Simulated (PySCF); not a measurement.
Calculated NMR data

Computational details: shieldings: GIAO PBE0/pcSseg-1, GFN2-xTB structure, in PySCF (a single conformation, relativity neglected, equivalent nuclei averaged, in vacuum).

Referencing at the same level of theory: TMS for ¹H and ¹³C. Splittings of carbon signals by F and P are missing where no couplings were computed. Where no couplings were computed, multiplicities follow the n + 1 count of equivalent neighbours, and m marks all less simple cases (inequivalent or close neighbours, rings, F or P nearby). Shifts are as computed. Against solution values, carbons near 30 ppm lie about +3 ppm off and those near 130 ppm about +5 ppm. Of 1309 compounds with measured shifts, 239 miss one by over three times the rms of a fit or turn the order of signals round; such compounds aren't used in these exercises. OH and NH positions are gas-phase values without hydrogen bonding to other molecules.

Compound 1 (C₄H₁₂FPSi₂). ¹H NMR (600 MHz, computed): δ 7.01 (m, 1H), 5.01 (m, 2H), 4.47 (m, 2H), 4.22 (d, 3H), 2.96 (m, 2H), 1.19 (m, 2H). ¹³C{¹H} NMR (computed): δ 158.5, 149.2, 84.4, 50.2. Structure: SMILES FCC/C(=C/[SiH3])[SiH2]P.

Compound 2 (C₅H₁₅NOSi). ¹H NMR (600 MHz, computed): δ 5.18 (s, 2H), 3.80 (s, 3H), 1.22 (s, 9H), 0.03 (br s, 1H). ¹³C{¹H} NMR (computed): δ 53.2 (CH3), 50.4 (C), 34.6 (CH3). Structure: SMILES CO[SiH2]NC(C)(C)C.
